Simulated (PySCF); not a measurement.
SMILES Cc1cccc(C=O)c1, singlet, GFN2-xTB optimised geometry.

```
17

C     -2.03    -1.89    -0.01
C     -1.25    -0.61     0.00
C     -1.92     0.61     0.00
C     -1.21     1.81     0.00
C      0.17     1.80     0.00
C      0.85     0.58     0.00
C      2.32     0.55     0.00
O      3.00    -0.44     0.00
C      0.13    -0.61     0.00
H     -1.38    -2.74     0.18
H     -2.81    -1.87     0.74
H     -2.50    -2.03    -0.98
H     -3.00     0.63     0.00
H     -1.75     2.74     0.00
H      0.72     2.73     0.00
H      2.78     1.56     0.00
H      0.69    -1.54     0.00
```

Density from CAM-B3LYP/def2-SVP (PySCF) at that geometry.

Minimum of the electron density along straight lines between bonded atoms, close to the bond critical point (lines longer than 1.1 times the sum of covalent radii, or with two minima, are not listed):

```
bond    length / Å  ρ at the minimum / e bohr⁻³  ∇²ρ there / e bohr⁻⁵  position (fraction from the first atom)
------  ----------  ---------------------------  --------------------  ---------------------------------------
C1–C2        1.498                            …                     …                                     0.49
C2–C3        1.393                        0.312                 -0.80                                     0.50
C3–C4        1.385                        0.314                 -0.82                                     0.50
C4–C5        1.382                        0.316                 -0.83                                     0.50
C5–C6        1.394                        0.310                 -0.79                                     0.50
C6–C7        1.466                        0.280                 -0.72                                     0.50
C7–O8        1.205                            …                  0.46                                     0.33
C2–C9        1.384                        0.315                 -0.82                                     0.50
C6–C9        1.395                        0.309                 -0.79                                     0.50
C1–H10       1.087                        0.278                 -1.04                                     0.63
C1–H11       1.088                        0.276                 -1.02                                     0.63
C1–H12       1.090                        0.275                 -1.01                                     0.63
C3–H13       1.081                        0.284                 -1.09                                     0.63
C4–H14       1.080                        0.284                 -1.10                                     0.64
C5–H15       1.080                        0.284                 -1.09                                     0.64
C7–H16       1.109                        0.276                 -1.04                                     0.64
C9–H17       1.080                        0.286                 -1.12                                     0.64
```

### Question
Some entries are withheld; supply them.

### Answer

- C1–C2, ρ at the minimum / e bohr⁻³: 0.258
- C1–C2, ∇²ρ there / e bohr⁻⁵: -0.62
- C7–O8, ρ at the minimum / e bohr⁻³: 0.413
